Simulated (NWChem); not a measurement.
System: C4H5N; SMILES C/C=C/C#N

Here is an NWChem input.

```
start job
memory heap 200 mb stack 900 mb global 1100 mb
geometry units angstroms noautosym nocenter noautoz
  C      0.012713    -2.315219     0.000000
  C      0.385499    -0.876688     0.000000
  C     -0.492048     0.140048     0.000000
  C     -0.093351     1.509949     0.000000
  N      0.212548     2.629241     0.000000
  H     -1.076714    -2.460472     0.000000
  H      0.434016    -2.825385     0.882236
  H      0.434016    -2.825385    -0.882236
  H      1.455531    -0.637841     0.000000
  H     -1.571400    -0.048272     0.000000
end
basis spherical
  C library 6-31g*
  N library 6-31g*
  H library 6-31g*
end
dft
  xc pbe0
  iterations 150
end
cosmo
  dielec 11.7
end
task dft energy
```

NWChem printed, in part:

```
             Northwest Computational Chemistry Package (NWChem) 7.3.0
             --------------------------------------------------------

                             Geometry "geometry" -> ""
                             -------------------------

 Output coordinates in angstroms (scale by  1.889725989 to convert to a.u.)

  No.       Tag          Charge          X              Y              Z
 ---- ---------------- ---------- -------------- -------------- --------------
    1 C                    6.0000     0.01271300    -2.31521900     0.00000000
    2 C                    6.0000     0.38549900    -0.87668800     0.00000000
    3 C                    6.0000    -0.49204800     0.14004800     0.00000000
    4 C                    6.0000    -0.09335100     1.50994900     0.00000000
    5 N                    7.0000     0.21254800     2.62924100     0.00000000
    6 H                    1.0000    -1.07671400    -2.46047200     0.00000000
    7 H                    1.0000     0.43401600    -2.82538500     0.88223600
    8 H                    1.0000     0.43401600    -2.82538500    -0.88223600
    9 H                    1.0000     1.45553100    -0.63784100     0.00000000
   10 H                    1.0000    -1.57140000    -0.04827200     0.00000000

 Effective nuclear repulsion energy (a.u.)     138.2538686673

                                 NWChem DFT Module
                                 -----------------

 Summary of "ao basis" -> "ao basis" (spherical)
 ------------------------------------------------------------------------------
       Tag                 Description            Shells   Functions and Types
 ---------------- ------------------------------  ------  ---------------------
 C                           6-31g*                  6       14   3s2p1d
 N                           6-31g*                  6       14   3s2p1d
 H                           6-31g*                  2        2   2s

 in cosmo_initialize ...

 solvent parameters
 solvname_short: unkn
 solvname_long:  unknown
 dielec:       11.7000

          ---------------
          -cosmo- solvent
          ---------------
 Cosmo: York-Karplus, doi: 10.1021/jp992097l
 dielectric constant -eps-     =  11.70
 screen = (eps-1)/(eps    )    =   0.91453
 surface charge correction     = lagrangian

   van der Waals surface
 --------------------------

 ---------- ATOMIC COORDINATES (A.U.) ------------ VDWR(ANG.) --
     1    0.02402409   -4.37512951    0.00000000     2.000
     2    0.72848748   -1.65670010    0.00000000     2.000
     3   -0.92983589    0.26465235    0.00000000     2.000
     4   -0.17640781    2.85338987    0.00000000     2.000
     5    0.40165748    4.96854505    0.00000000     1.830
     6   -2.03469443   -4.64961788    0.00000000     1.300
     7    0.82017131   -5.33920346    1.66718430     1.300
     8    0.82017131   -5.33920346   -1.66718430     1.300
     9    2.75055476   -1.20534471    0.00000000     1.300
    10   -2.96951542   -0.09122085    0.00000000     1.300
 number of segments per atom =         32
 number of   points per atom =         32
 atom (   nspa,  nppa )
 ----------------------
    1 (     20,     0 )       0
    2 (     16,     0 )       0
    3 (     14,     0 )       0
    4 (     18,     0 )       0
    5 (     22,     0 )       0
    6 (     14,     0 )       0
    7 (     14,     0 )       0
    8 (     14,     0 )       0
    9 (     14,     0 )       0
   10 (     16,     0 )       0
 number of -cosmo- surface points =      162
 molecular surface =    124.019 angstrom**2
 molecular volume  =     98.416 angstrom**3
 G(cav/disp)       =      1.480 kcal/mol
 -lineq- algorithm             =   0
 -bem- low  level              =   2
 -bem- from -octahedral-
 gaussian surface charge width =   4.50000
 degree of switching           =   1.00000
 switching function tolerance  =   0.00010
 atomic radii =
 --------------
    1  6.000  2.000
    2  6.000  2.000
    3  6.000  2.000
    4  6.000  2.000
    5  7.000  1.830
    6  1.000  1.300
    7  1.000  1.300
    8  1.000  1.300
    9  1.000  1.300
   10  1.000  1.300
 ...... end of -cosmo- initialization ......

            General Information
            -------------------
          SCF calculation type: DFT
          Wavefunction type:  closed shell.
          No. of atoms     :    10
          No. of electrons :    36
           Alpha electrons :    18
            Beta electrons :    18
          Charge           :     0
          Spin multiplicity:     1
          Use of symmetry is: off; symmetry adaption is: off
          Maximum number of iterations: 150
          AO basis - number of functions:    80
                     number of shells:    40
          Convergence on energy requested:  1.00D-06
          Convergence on density requested:  1.00D-05
          Convergence on gradient requested:  5.00D-04

              XC Information
              --------------
                         PBE0 Method XC Functional
                     Hartree-Fock (Exact) Exchange  0.250
          PerdewBurkeErnzerhof Exchange Functional  0.750
            Perdew 1991 LDA Correlation Functional  1.000 local
           PerdewBurkeErnz. Correlation Functional  1.000 non-local

             Grid Information
             ----------------
          Grid used for XC integration:  medium
          Radial quadrature: Mura-Knowles
          Angular quadrature: Lebedev.
          Tag              B.-S. Rad. Rad. Pts. Rad. Cut. Ang. Pts.
          ---              ---------- --------- --------- ---------
          C                   0.70       49          11.0       434
          N                   0.65       49          13.0       434
          H                   0.35       45          12.0       434
          Grid pruning is: on
          Number of quadrature shells:   470
          Spatial weights used:  Erf1

      Superposition of Atomic Density Guess
      -------------------------------------

 Sum of atomic energies:        -207.42591753

      Non-variational initial energy
      ------------------------------

 Total energy =    -210.222635
 1-e energy   =    -551.795481
 2-e energy   =     203.318978
 HOMO         =      -0.293224
 LUMO         =      -0.024241

   convergence    iter        energy       DeltaE   RMS-Dens  Diis-err
 ---------------- ----- ----------------- --------- --------- ---------
     COSMO gas phase
 d= 0,ls=0.0,diis     1   -209.7914343253 -3.48D+02  1.99D-02  7.20D-01
 d= 0,ls=0.0,diis     2   -209.5425503962  2.49D-01  1.45D-02  2.83D+00
 d= 0,ls=0.0,diis     3   -209.8873001020 -3.45D-01  1.34D-03  2.92D-02
 d= 0,ls=0.0,diis     4   -209.8901182451 -2.82D-03  6.18D-04  3.00D-03
 d= 0,ls=0.0,diis     5   -209.8904282680 -3.10D-04  2.56D-04  8.04D-04
  Resetting Diis
 d= 0,ls=0.0,diis     6   -209.8905313732 -1.03D-04  6.22D-05  2.82D-05
 d= 0,ls=0.0,diis     7   -209.8905354096 -4.04D-06  2.13D-05  1.32D-06
 d= 0,ls=0.0,diis     8   -209.8905352066  2.03D-07  1.39D-05  3.17D-06
 d= 0,ls=0.0,diis     9   -209.8905355391 -3.32D-07  3.90D-06  2.35D-07

   convergence    iter        energy       DeltaE   RMS-Dens  Diis-err
 ---------------- ----- ----------------- --------- --------- ---------
     COSMO solvation phase
 d= 0,ls=0.0,diis     1   -209.8984309177 -7.90D-03  2.28D-03  4.10D-03
 d= 0,ls=0.0,diis     2   -209.8987499860 -3.19D-04  8.66D-04  1.35D-02
 d= 0,ls=0.0,diis     3   -209.9002144575 -1.46D-03  5.18D-04  1.99D-04
 d= 0,ls=0.0,diis     4   -209.9002228322 -8.37D-06  1.20D-04  1.64D-04
 d= 0,ls=0.0,diis     5   -209.9002432701 -2.04D-05  3.14D-05  1.17D-05
 d= 0,ls=0.0,diis     6   -209.9002446999 -1.43D-06  9.23D-06  3.26D-07
 d= 0,ls=0.0,diis     7   -209.9002447465 -4.66D-08  9.88D-07  8.63D-09

         Total DFT energy =     -209.900244746464
      One electron energy =     -555.259135149191
           Coulomb energy =      237.305600353487
    Exchange-Corr. energy =      -30.132586414748
 Nuclear repulsion energy =      138.253868667292

             COSMO energy =       -0.067992203304

 Numeric. integr. density =       36.000005691417

                                   COSMO solvation results
                                   -----------------------

                 gas phase energy =      -209.890535539133
                 sol phase energy =      -209.900244746464
 (electrostatic) solvation energy =         0.009709207331 (    6.09 kcal/mol)

                       DFT Final Molecular Orbital Analysis
                       ------------------------------------

 Vector   16  Occ=2.000000D+00  E=-3.821444D-01
              MO Center=  1.7D-01,  4.3D-01,  8.4D-09, r^2= 5.6D+00
   Bfn.  Coefficient  Atom+Function         Bfn.  Coefficient  Atom+Function
  ----- ------------  ---------------      ----- ------------  ---------------
    60      0.293043   5 N  py               46     -0.234801   4 C  py
    17     -0.209269   2 C  px               64      0.198254   5 N  py
     3      0.185828   1 C  px                4      0.169973   1 C  py
    77     -0.169709   9 H  s                18     -0.168049   2 C  py
    62      0.163532   5 N  s                59      0.152488   5 N  px

 Vector   17  Occ=2.000000D+00  E=-3.516714D-01
              MO Center= -6.3D-03,  1.8D+00, -1.7D-11, r^2= 2.1D+00
   Bfn.  Coefficient  Atom+Function         Bfn.  Coefficient  Atom+Function
  ----- ------------  ---------------      ----- ------------  ---------------
    59      0.423674   5 N  px               45      0.352959   4 C  px
    63      0.261610   5 N  px               49      0.198126   4 C  px
    31     -0.149419   3 C  px               60     -0.124100   5 N  py
    79      0.114082  10 H  s                17      0.096027   2 C  px
    80      0.095278  10 H  s                35     -0.090510   3 C  px

 Vector   18  Occ=2.000000D+00  E=-2.819185D-01
              MO Center=  4.6D-03,  1.7D-01,  1.6D-09, r^2= 3.5D+00
   Bfn.  Coefficient  Atom+Function         Bfn.  Coefficient  Atom+Function
  ----- ------------  ---------------      ----- ------------  ---------------
    33      0.357413   3 C  pz               19      0.322528   2 C  pz
    61     -0.296021   5 N  pz               37      0.267488   3 C  pz
    23      0.228330   2 C  pz               65     -0.210892   5 N  pz
     5     -0.126382   1 C  pz               47     -0.114271   4 C  pz
    74     -0.106121   7 H  s                76      0.106121   8 H  s

 Vector   19  Occ=0.000000D+00  E=-3.730082D-02
              MO Center=  1.1D-01,  1.5D-01,  1.4D-09, r^2= 3.6D+00
   Bfn.  Coefficient  Atom+Function         Bfn.  Coefficient  Atom+Function
  ----- ------------  ---------------      ----- ------------  ---------------
    23      0.522690   2 C  pz               19      0.427844   2 C  pz
    37     -0.367058   3 C  pz               65      0.309212   5 N  pz
    61      0.285319   5 N  pz               33     -0.270676   3 C  pz
    47     -0.213449   4 C  pz               51     -0.211183   4 C  pz
    74     -0.170336   7 H  s                76      0.170336   8 H  s

 Vector   20  Occ=0.000000D+00  E= 3.481986D-02
              MO Center= -8.9D-02,  1.5D+00, -2.4D-10, r^2= 2.7D+00
   Bfn.  Coefficient  Atom+Function         Bfn.  Coefficient  Atom+Function
  ----- ------------  ---------------      ----- ------------  ---------------
    20      0.648930   2 C  s                63      0.498012   5 N  px
    80     -0.474173  10 H  s                49     -0.454258   4 C  px
    45     -0.424442   4 C  px               59      0.407899   5 N  px
    35     -0.246925   3 C  px               36      0.246275   3 C  py
     8     -0.215542   1 C  py               50      0.203413   4 C  py

 Vector   21  Occ=0.000000D+00  E= 1.249319D-01
              MO Center= -7.6D-02,  1.1D+00,  6.6D-08, r^2= 2.8D+00
   Bfn.  Coefficient  Atom+Function         Bfn.  Coefficient  Atom+Function
  ----- ------------  ---------------      ----- ------------  ---------------
    51      0.727512   4 C  pz               37     -0.623303   3 C  pz
    65     -0.534194   5 N  pz               47      0.465589   4 C  pz
    23      0.401987   2 C  pz               33     -0.366119   3 C  pz
    61     -0.342123   5 N  pz               19      0.168893   2 C  pz
     9     -0.067519   1 C  pz               74     -0.060803   7 H  s

     Multipole analysis of the density
     ---------------------------------

     L   x y z        total         alpha         beta         nuclear
     -   - - -        -----         -----         ----         -------
     0   0 0 0     -0.000000    -18.000000    -18.000000     36.000000

     1   1 0 0     -0.236831     -0.156364     -0.156364      0.075897
     1   0 1 0     -2.342293     -1.507397     -1.507397      0.672501
     1   0 0 1      0.000000      0.000000      0.000000      0.000000

     2   2 0 0    -19.772949    -25.666540    -25.666540     31.560132
     2   1 1 0     -1.717213     -0.488053     -0.488053     -0.741107
     2   1 0 1     -0.000000     -0.000000     -0.000000      0.000000
     2   0 2 0    -29.173572   -231.331345   -231.331345    433.489118
     2   0 1 1      0.000000      0.000000      0.000000      0.000000
     2   0 0 2    -22.578422    -14.068715    -14.068715      5.559007
```

Level: PBE0/6-31G* (spherical d), COSMO on the gas-phase geometry. All runs use the structure optimised with PBE0/def2-SVP. COSMO prints the solvation energy as gas minus solution, so a positive value is a stabilisation.
